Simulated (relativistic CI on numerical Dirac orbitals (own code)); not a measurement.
**Cubic crystal-field splitting of Pr⁴⁺ by operator equivalents**

Problem. Pr⁴⁺ (4f) sits in a cubic field with the Wybourne parameters B⁴₀ = -2260 and B⁶₀ = 1070 cm⁻¹. Find the levels of its ground J multiplet, neglecting the mixing with the other J.

Working.
1. One f electron has the ground level ²F5/2 with g_J = 6/7 and the Stevens factor β = 2/315. Rank 6 cannot act within J = 5/2.
2. Stevens form: B₄ = β B⁴₀/8 = -1.7937 cm⁻¹, in H = B₄(O₄⁰ + 5O₄⁴).
3. The eigenvalues of O₄⁰ + 5O₄⁴ for J = 5/2 are −240 (Γ7 doublet) and +120 (Γ8 quartet): E(Γ7) = 430.5, E(Γ8) = -215.2 cm⁻¹.
4. Order and energies above the lowest: Γ8 0.0, Γ7 645.7 cm⁻¹. The Γ8 quartet has no single g value.

Check. Diagonalising spin-orbit coupling (free-ion gap 2909 cm⁻¹, from a Dirac-Coulomb-Breit calculation) and field together in all 14 states gives Γ8 0.0, Γ7 429.7 cm⁻¹. The other multiplet starts at 2870 cm⁻¹; the differences from the hand values come from J mixing and grow with the ratio of the field to that gap. Here they are large, so operator equivalents within one J are not enough.
